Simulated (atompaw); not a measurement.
Reading a pseudo-wave (lithium (Li))

Columns: radius, all-electron u(r) and pseudo u(r) of the 2s shell (level -2.87 eV) of lithium in the configuration [He] 2s1 2p0; PBE, scalar-relativistic, PAW (atompaw) scheme, atompaw 4.2.0.5.

```json
{"r (bohr)": "0.115", "all-electron": "-0.1319", "pseudo": "0.0195"}
{"r (bohr)": "0.231", "all-electron": "-0.1830", "pseudo": "0.0393"}
{"r (bohr)": "0.346", "all-electron": "-0.1852", "pseudo": "0.0593"}
{"r (bohr)": "0.462", "all-electron": "-0.1591", "pseudo": "0.0799"}
{"r (bohr)": "0.577", "all-electron": "-0.1171", "pseudo": "0.1010"}
{"r (bohr)": "0.692", "all-electron": "-0.0668", "pseudo": "0.1228"}
{"r (bohr)": "0.808", "all-electron": "-0.0124", "pseudo": "0.1457"}
{"r (bohr)": "0.923", "all-electron": "0.0422", "pseudo": "0.1692"}
{"r (bohr)": "1.038", "all-electron": "0.0955", "pseudo": "0.1935"}
{"r (bohr)": "1.154", "all-electron": "0.1467", "pseudo": "0.2190"}
{"r (bohr)": "1.269", "all-electron": "0.1942", "pseudo": "0.2449"}
{"r (bohr)": "1.385", "all-electron": "0.2385", "pseudo": "0.2716"}
{"r (bohr)": "1.500", "all-electron": "0.2785", "pseudo": "0.2985"}
{"r (bohr)": "1.615", "all-electron": "0.3147", "pseudo": "0.3254"}
{"r (bohr)": "1.731", "all-electron": "0.3474", "pseudo": "0.3523"}
{"r (bohr)": "1.846", "all-electron": "0.3767", "pseudo": "0.3782"}
{"r (bohr)": "1.962", "all-electron": "0.4034", "pseudo": "0.4031"}
{"r (bohr)": "2.077", "all-electron": "0.4271", "pseudo": "0.4260"}
{"r (bohr)": "2.192", "all-electron": "0.4477", "pseudo": "0.4468"}
{"r (bohr)": "2.308", "all-electron": "0.4656", "pseudo": "0.4651"}
{"r (bohr)": "2.423", "all-electron": "0.4805", "pseudo": "0.4803"}
{"r (bohr)": "2.538", "all-electron": "0.4928", "pseudo": "0.4927"}
{"r (bohr)": "2.654", "all-electron": "0.5026", "pseudo": "0.5026"}
{"r (bohr)": "2.769", "all-electron": "0.5099", "pseudo": "0.5099"}
{"r (bohr)": "2.885", "all-electron": "0.5151", "pseudo": "0.5151"}
{"r (bohr)": "3.000", "all-electron": "0.5182", "pseudo": "0.5182"}
```

Task: How many radial nodes do the two functions have?

Result: The all-electron 2s function has n − l − 1 = 1; the pseudo-wave has 0, since the states of the same l below it are removed with the core.

Task: At about which radius was the pseudo-wave matched?

Result: 2.65 bohr. The columns agree to 0.0005 from 2.42 bohr on; several derivatives are matched, so the curves merge somewhat inside the radius.

Task: Is the pseudo-wave norm-conserving?

Result: No, it belongs to a PAW set: the norm inside the radius is not constrained, and the difference is carried by the augmentation charge.
